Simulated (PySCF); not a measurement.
Lowest empty level (eV) of eight silicon and germanium compounds: PBE beside r2SCAN, computed with PySCF for isolated molecules in the bases named; differences from unrounded values. The eight are the first of their class met in an unordered collection, after screening for sound electronic states; none was chosen by its value. Each molecule has one DFT geometry for both levels.

| molecule | basis | r2SCAN | PBE | difference |
|---|---|---|---|---|
| C₂H₉NOSi, SMILES CC[Si@@H](N)O | def2-TZVP | 0.76 | 0.04 | -0.72 |
| F₂H₅NSi₂, SMILES F[SiH2]N[SiH2]F | def2-TZVP | -0.32 | -0.77 | -0.45 |
| CH10FNSi3, SMILES [SiH3]N([Si@@H](F)C)[SiH3] | def2-TZVP | -0.60 | -0.96 | -0.35 |
| FH5OSi3, SMILES F[SiH]1[SiH2]O[SiH2]1 | def2-TZVP | -2.07 | … | … |
| C₄H₆Si, SMILES C1=CC=C[SiH2]1 | def2-TZVP | -2.39 | -2.51 | -0.12 |
| C4H7NSi, SMILES C(#C)C([SiH2]N)=C | def2-TZVP | -1.97 | … | … |
| SiHBr3, SMILES Br[SiH](Br)Br | def2-TZVP | -1.90 | … | … |
| GeF3Br, SMILES [F][Ge]([F])([F])[Br] | def2-TZVP | -3.03 | -3.30 | -0.27 |

Q: What belongs in the gaps? (Estimate from the structure and the level; the computed values follow.)

A: 
- FH5OSi3, SMILES F[SiH]1[SiH2]O[SiH2]1, PBE: -2.30
- FH5OSi3, SMILES F[SiH]1[SiH2]O[SiH2]1, difference: -0.23
- C4H7NSi, SMILES C(#C)C([SiH2]N)=C, PBE: -2.12
- C4H7NSi, SMILES C(#C)C([SiH2]N)=C, difference: -0.15
- SiHBr3, SMILES Br[SiH](Br)Br, PBE: -2.17
- SiHBr3, SMILES Br[SiH](Br)Br, difference: -0.27

PBE lies below r2SCAN in 8 and above it in 0 of the eight; the mean signed difference is -0.32 and the largest -0.72 eV.
